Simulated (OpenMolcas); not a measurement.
Worked example: vertical energy of the triplet above the singlet of SiHClF2 (SMILES F[SiH](F)Cl)

SiHClF2: 5 atoms, total charge 0, spin state singlet. SMILES: `F[SiH](F)Cl`. Geometry: relaxed at PBE0-D4/def2-TZVP.

```xyz
5

F    -0.3396   -0.6214    1.4201
Si    0.0959   -0.0002    0.0378
F    -0.0335    1.5668    0.1565
Cl   -1.1575   -0.6560   -1.4015
H     1.4846   -0.3630   -0.2542
```

Both states at this one shape; open shells run unrestricted unless said. 1 Eh = 27.2114 eV.

```tsv
level	program	singlet SiHClF2 (Eh)	triplet SiHClF2 (Eh)
PBE/6-311+G**	OpenMolcas	-949.702481	-949.409147
TPSS/6-311+G**	OpenMolcas	-950.282364	-949.980516
BHLYP/6-311+G**	OpenMolcas	-950.162361	-949.841786
M06-2X/6-311+G**	OpenMolcas	-950.133652	-949.808923
```

**Question.** Work out the vertical gap, second state less first, at each level.

**Answer.** 
1. PBE/6-311+G**: -949.409147 − (-949.702481) = 0.293334 Eh = 7.98 eV.
2. TPSS/6-311+G**: -949.980516 − (-950.282364) = 0.301848 Eh = 8.21 eV.
3. BHLYP/6-311+G**: -949.841786 − (-950.162361) = 0.320575 Eh = 8.72 eV.
4. M06-2X/6-311+G**: -949.808923 − (-950.133652) = 0.324729 Eh = 8.84 eV.

No measured value is set beside it here; the levels span 7.98 to 8.84 eV.
